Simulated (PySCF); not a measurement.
B(H)2(NCO) (CH₂BNO), SMILES C(=O)=NB.

Geometry optimised at B3LYP-D3(BJ)/def2-SVP.

Calculation: TDDFT-PBE0/def2-SVPD run with PySCF.

Vertical excitations.  State labels are in the subgroup C2v.

```json
[
 {"state": "S1", "symmetry": "A2", "energy (eV)": "4.48", "λ (nm)": "277", "f": "0.000", "main pairs": "HOMO→LUMO 99 %"},
 {"state": "S2", "symmetry": "A1", "energy (eV)": "6.69", "λ (nm)": "185", "f": "0.110", "main pairs": "HOMO−1→LUMO 82 %, HOMO→LUMO+2 16 %"},
 {"state": "S3", "symmetry": "A2", "energy (eV)": "7.14", "λ (nm)": "174", "f": "0.000", "main pairs": "HOMO−2→LUMO 95 %"},
 {"state": "S4", "symmetry": "B2", "energy (eV)": "7.39", "λ (nm)": "168", "f": "0.001", "main pairs": "HOMO→LUMO+1 98 %"},
 {"state": "S5", "symmetry": "A2", "energy (eV)": "8.51", "λ (nm)": "146", "f": "0.000", "main pairs": "HOMO→LUMO+4 59 %, HOMO−1→LUMO+2 34 %"},
 {"state": "S6", "symmetry": "B2", "energy (eV)": "8.54", "λ (nm)": "145", "f": "0.034", "main pairs": "HOMO→LUMO+3 97 %"},
 {"state": "S7", "symmetry": "B1", "energy (eV)": "8.72", "λ (nm)": "142", "f": "0.002", "main pairs": "HOMO−1→LUMO+1 74 %, HOMO−3→LUMO 23 %"},
 {"state": "S8", "symmetry": "A2", "energy (eV)": "8.75", "λ (nm)": "142", "f": "0.000", "main pairs": "HOMO−1→LUMO+2 64 %, HOMO→LUMO+4 34 %"},
 {"state": "S9", "symmetry": "B1", "energy (eV)": "8.83", "λ (nm)": "140", "f": "0.061", "main pairs": "HOMO−3→LUMO 76 %, HOMO−1→LUMO+1 23 %"},
 {"state": "S10", "symmetry": "A1", "energy (eV)": "8.87", "λ (nm)": "140", "f": "0.875", "main pairs": "HOMO→LUMO+2 67 %, HOMO−1→LUMO+4 16 %, HOMO−1→LUMO 15 %"},
 {"state": "T1", "symmetry": "A2", "energy (eV)": "4.14", "λ (nm)": "300", "f": "0", "main pairs": "HOMO→LUMO 98 %"},
 {"state": "T2", "symmetry": "A1", "energy (eV)": "5.37", "λ (nm)": "231", "f": "0", "main pairs": "HOMO−1→LUMO 97 %"},
 {"state": "T3", "symmetry": "A2", "energy (eV)": "6.53", "λ (nm)": "190", "f": "0", "main pairs": "HOMO−2→LUMO 88 %"},
 {"state": "T4", "symmetry": "A1", "energy (eV)": "6.58", "λ (nm)": "188", "f": "0", "main pairs": "HOMO→LUMO+2 93 %"}
]
```
Triplets are in the Tamm–Dancoff approximation, which puts them higher than full response would, so one can lie above its singlet here.
